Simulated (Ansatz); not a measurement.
System: CH6O3Sn, charge 0, multiplicity 1. SMILES: [CH3][Sn]([OH])([OH])[OH]
Coordinates optimised at B3LYP-D3(BJ)/def2-TZVP (Ansatz, a first-principles code):
```xyz
11

C      2.1277    -0.2690    -0.1885
Sn     0.0250    -0.0032    -0.0022
O     -0.9810    -0.9209    -1.4323
O     -0.5051     1.8974    -0.0825
O     -0.6754    -0.7032     1.7063
H      2.3847    -0.2986    -1.2448
H      2.6303     0.5648     0.2961
H      2.4062    -1.2044     0.2912
H     -1.6947    -1.4630    -1.0779
H     -1.2189     2.0445    -0.7130
H     -1.2304    -0.0576     2.1580
```
Charge 0, spin multiplicity 1.

CCSD(T) with Ansatz in growing basis sets, 32 correlated electrons. Correlated levels leave the core frozen unless marked. Open shells are spin-unrestricted. Spin-orbit coupling is left out. The frozen core is the preceding noble-gas configuration, with the filled d and f shells of earlier blocks. Past Kr the def2 sets carry scalar-relativistic core potentials. Costs are ratios of core time to the smallest set, on shared machines of one kind, and rough; they hold the program's checks for lower states.

```tsv
basis	functions	cost over smallest	E(corr) (Eh)	electronic atomisation energy (kcal/mol)
def2-SVP	112	1×	-0.8551	859.3
def2-TZVPP	258	20×	-1.0820	915.5
```

Formally CCSD grows as o²v⁴ and (T) as o³v⁴; with o = 16 and v going from 83 to 229 both grow 58-fold in the last step, while integrals and the mean field grow more slowly. That step adds 226.9 mEh of correlation energy and 56.2 kcal/mol to the atomisation energy.
